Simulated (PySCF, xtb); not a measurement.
Se(F)(Et) (C2H5FSe), SMILES C([Se]F)C. One conformer was computed; it need not be the lowest.

Harmonic wavenumbers (cm⁻¹) from GFN2-xTB (xtb 6.7.1) at its own minimum, in rising order: 71, 167, 239, 278, 497, 538, 740, 977, 1003, 1071, 1212, 1222, 1400, 1424, 1483, 1489, 2969, 2973, 3023, 3034, 3042.

**Question.** What does PySCF with PBE0-D3(BJ)/def2-SVP give at its own minimum? (Estimate from the structure and the level; the computed values follow.)

**Answer.** 89, 181, 269, 316, 583, 666, 737, 970, 1014, 1083, 1241, 1269, 1386, 1426, 1457, 1476, 3060, 3068, 3139, 3156, 3175. Paired by order, the mean absolute difference is 49 cm⁻¹ and the zero-point energies are 41.2 and 42.5 kcal/mol.
